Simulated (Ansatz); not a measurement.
C2H, charge -1, singlet, at a GFN2-xTB geometry (a gas-phase anion, which may not be bound at this level). Base run: MP2/6-311G** in Ansatz (a program for electronic structure).

The Ansatz input:
Ansatz 0.2 input:
```yaml
crystal:
  periodic: [false, false, false]
  atoms:
    - {symbol: C, position_ang: [-0.00000000, -0.00000000, -0.47996454]}
    - {symbol: C, position_ang: [0.00000000, 0.00000000, 0.74605881]}
    - {symbol: H, position_ang: [-0.00000000, -0.00000000, -1.59656562]}
basis:
  gaussian:
    orbitals: 6-311G__.json
total_charge: -1
magnetization: {spin_polarized: false}
correlation: {method: mp2}
```
The basis file holds 6-311G** in the JSON format of the Basis Set Exchange.

The base run was repeated with changes; each row names its change, and settings that it needs were set with it.

```tsv
change	basis functions	E (Eh)	MP2 correlation (Eh)
base	42	-76.47671	-0.26709
basis = 6-31G	20	-76.32267	-0.17547
basis = 6-31G*	?	?	?
basis = pc-1	?	?	?
basis = def2-SVPD	48	-76.40999	-0.26865
basis = 6-311++G**	?	?	?
basis = aug-cc-pVDZ	55	?	?
basis = aug-pcseg-1	55	-76.45765	-0.26929
basis = def2-TZVP	68	-76.53785	-0.30790
basis = def2-TZVPP	76	-76.54091	-0.31055
basis = def2-TZVPD	83	-76.54290	-0.31129
basis = aug-cc-pVTZ	115	-76.55095	-0.31897
basis = def2-QZVP	144	-76.56746	-0.33178
```

**Question.** Some entries are withheld; supply them.

**Answer.** 
- basis = 6-31G*, basis functions: 32
- basis = 6-31G*, E (Eh): -76.42057
- basis = 6-31G*, MP2 correlation (Eh): -0.24679
- basis = pc-1, basis functions: 33
- basis = pc-1, E (Eh): -76.43021
- basis = pc-1, MP2 correlation (Eh): -0.25168
- basis = 6-311++G**, basis functions: 51
- basis = 6-311++G**, E (Eh): -76.49707
- basis = 6-311++G**, MP2 correlation (Eh): -0.27185
- basis = aug-cc-pVDZ, E (Eh): -76.48380
- basis = aug-cc-pVDZ, MP2 correlation (Eh): -0.26904

Totals compare only among sets that treat the same electrons; sets with core potentials leave the core out.

A gas-phase anion may not be bound at this level; its values then depend on the basis.
